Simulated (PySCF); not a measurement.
A species of formula C7H7N3 has this rotational fingerprint, computed with PySCF 2.14.0, PBE0-D3(BJ)/def2-SVP geometry optimisation, gas phase:

* Rotational constants: A = 2840, B = 1297, C = 895.4 MHz
* Dipole components: |μa| = 3.23 D, |μb| = 3.14 D, |μc| = 0.00 D
* Inertial defect: -3.19 u·Å²
* κ: -0.59

**Question.** Which candidate fits, each taken in the one conformer that was computed?
A. `CN(C)C(=C=CC#N)C#N`
B. `[N:1]#[C:2][c:3]1[cH:4][cH:5][n:6][n:7]1[CH:8]1[CH2:9][CH2:10]1` with N6–N7–C8–C9 29°
C. `Cc1nnn2ccccc12`

**Answer.** C. It is Cc1nnn2ccccc12, an asymmetric top, point group Cs. The candidates at the same level (rigid rotor, commonest isotopes):

```
            SMILES  A (MHz)  B (MHz)  C (MHz)  μa (D)  μb (D)  μc (D)  Δ (u·Å²)  point group           rotor
    Cc1nnn2ccccc12     2840     1297    895.4    3.23    3.14    0.00     -3.19           Cs  asymmetric top
CN(C)C(=C=CC#N)C#N     1932    806.6    627.5    3.22    4.06    1.78    -82.67           C1  asymmetric top
   N#Cc1ccnn1C1CC1     1955     1294    829.6    1.78    1.52    0.04    -39.89      near Cs  asymmetric top
```

`CN(C)C(=C=CC#N)C#N` has B 38 % too low; `N#Cc1ccnn1C1CC1` has A 31 % too low. In the right answer the mirror of this Cs structure is the ab plane, so μc vanishes by symmetry. No structure here is proved a minimum.
